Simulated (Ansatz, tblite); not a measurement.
Cost and result up the ladder for 1-butyl-3-methylimidazolium bromide, `CCCCn1cc[n+](C)c1.[Br-]` (26 atoms). Charge 0, multiplicity 1. Geometry: PBE-D4/def2-SVP.

Cartesian coordinates in Å:
```
C 1.618 -1.002 -3.147
C 0.439 -0.490 -2.317
C 0.731 0.841 -1.618
C -0.422 1.403 -0.791
N -0.849 0.516 0.291
C -2.118 0.514 0.863
C -2.032 -0.154 2.055
N -0.710 -0.563 2.206
C -0.097 -1.052 3.427
C 0.028 -0.024 1.191
H 1.898 -0.278 -3.940
H 1.383 -1.966 -3.641
H 2.517 -1.159 -2.515
H -0.457 -0.371 -2.967
H 0.155 -1.253 -1.560
H 1.632 0.763 -0.969
H 0.993 1.614 -2.373
H -0.104 2.354 -0.305
H -1.313 1.590 -1.426
H -2.974 0.976 0.364
H -2.800 -0.395 2.796
H 0.588 -1.896 3.207
H -0.885 -1.401 4.119
H 0.485 -0.217 3.879
H 1.034 -0.365 0.936
Br 1.260 2.017 2.234
```

Ansatz on 4 threads of Arm Neoverse V2 on a shared host; xTB runs through tblite on one thread. Times are rough, summed over both states, and most runs start from the orbitals of an earlier one. PBE0-D4/def2-TZVP serves as the yardstick here, not as an exact answer. The other state is a triplet.

The xTB rows come from tblite.

xTB has no spin-polarisation term.

```csv
level,functions,wall time,vertical triplet (eV),difference from PBE0-D4/def2-TZVP (eV)
GFN2-xTB,64,0.027 s,3.42,0.00
GFN1-xTB,79,0.035 s,2.76,-0.67
PBE-D4/def2-TZVP (with forces),448,30 s,3.36,-0.06
PBE0-D4/def2-TZVP,448,69 s,3.42,0.00
```
